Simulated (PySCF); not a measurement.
Working out the ionisation energy of W⁺

W⁺ [Xe] 4f14 5d4 6s1 (6D) → W²⁺ [Xe] 4f14 5d4 (5D). Computed with PySCF 2.14 in def2-TZVPPD with the def2 core potential (60 electrons), with scalar relativity through the core potential. Frozen: 5s2 5p6. Energies in hartree (1 hartree = 27.21139 eV):

```tsv
part	W⁺ (lower)	W²⁺ (upper)
UHF	-66.103026	-65.553301
CCSD correlation	-0.055258	-0.035545
(T)	-0.000952	-0.000341
```

**Question.** What does Hartree-Fock give?

**Answer.** (-65.553301) − (-66.103026) = 0.549725 hartree = 14.959 eV.

**Question.** What do CCSD and CCSD(T) give?

**Answer.** The CCSD correlation energies differ by 0.019713 hartree = 0.536 eV and the triples by 0.000611 hartree = 0.017 eV, so CCSD gives 15.495 eV and CCSD(T) 15.512 eV.

Reference: 16.37 ± 0.15 eV (semi-empirical (NIST evaluation); NIST Atomic Spectra Database, ionization energies), between the lowest levels; spin-orbit coupling is absent from the calculation.

What remains against the reference includes basis incompleteness, the frozen core and higher excitations.
